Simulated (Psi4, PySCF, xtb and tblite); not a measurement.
Internal rotation in SMILES CC[SiH2]N (C₂H₉NSi). Scanned: dihedral C2–Si3–N4–H12; all other coordinates were relaxed at GFN2-xTB.

Geometry of the scan point at -90° (Å):
```
13

C     -1.9444     0.1419    -0.0066
C     -0.5867     0.5810     0.5270
Si     0.8006    -0.6475     0.1046
N      2.2499    -0.0544     0.8457
H     -2.7207     0.8608     0.2530
H     -2.2238    -0.8242     0.4084
H     -1.9193     0.0468    -1.0901
H     -0.3519     1.5691     0.1259
H     -0.6500     0.6997     1.6098
H      0.9038    -0.8075    -1.3550
H      0.5302    -1.9526     0.7150
H      2.8289     0.5712     0.3079
H      2.8490    -0.7389     1.2795
```

GFN2-xTB (xtb and tblite); PBE/def2-TZVP // GFN2-xTB (Psi4); PBE-D3(BJ)/def2-TZVP // GFN2-xTB (Psi4); MP2/cc-pVTZ = Psi4 with DF-MP2 (frozen core)/cc-pVTZ // GFN2-xTB; RKS-B3LYP/6-31G* = restricted B3LYP/6-31G*, spherical d // GFN2-xTB (PySCF); RMP2/6-31G* = restricted MP2 (frozen core)/6-31G*, spherical d // GFN2-xTB (PySCF).

Least-squares fit of E(φ) = a0 + Σ (a_n cos nφ + b_n sin nφ), n = 1 to 4, to the 12 scan points, in kcal/mol above the lowest point of each profile (levels whose profile four harmonics don't fit are not listed):

| method | a0 | a1 | b1 | a2 | b2 | a3 | b3 | a4 | b4 | rms of fit |
|---|---|---|---|---|---|---|---|---|---|---|
| GFN2-xTB | 0.65 | -0.26 | 0.00 | -0.43 | 0.01 | 0.57 | -0.03 | 0.10 | 0.04 | 0.03 |
| PBE/def2-TZVP | 0.41 | 0.01 | -0.15 | 0.14 | 0.20 | 0.31 | -0.16 | 0.03 | 0.08 | 0.04 |
| PBE-D3(BJ)/def2-TZVP | 0.42 | 0.00 | -0.14 | 0.11 | 0.19 | 0.32 | -0.16 | 0.03 | 0.08 | 0.03 |
| MP2/cc-pVTZ | 0.47 | -0.05 | -0.12 | 0.03 | 0.18 | 0.37 | -0.15 | 0.05 | 0.09 | 0.04 |
| RKS-B3LYP/6-31G* | 0.49 | 0.00 | -0.16 | 0.13 | 0.23 | 0.37 | -0.19 | 0.05 | 0.10 | 0.05 |
| RMP2/6-31G* | 0.51 | -0.06 | -0.15 | 0.02 | 0.22 | 0.40 | -0.19 | 0.06 | 0.11 | 0.05 |
